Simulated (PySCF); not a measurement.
The same groups moved round the core (propene cyano+boryl). Gas-phase values, no solvent. One relaxed conformer stands for each flexible species; it need not be the lowest. Strings in code marks are SMILES.

Quantity: electronic energy of isomers of C4H6BN relative to `B/C(C#N)=C/C`, in kcal/mol.

A: `B/C=C/CC#N`
B: `B/C(C#N)=C\C`
C: `B/C(C)=C/C#N`

Problem. Put the candidates in order of electronic energy of isomers of C4H6BN relative to `B/C(C#N)=C/C`, lowest first, for CAM-B3LYP-D3(BJ)/def2-TZVP (PySCF).

Solution. B (2.79 kcal/mol), C (4.54 kcal/mol), A (6.88 kcal/mol)
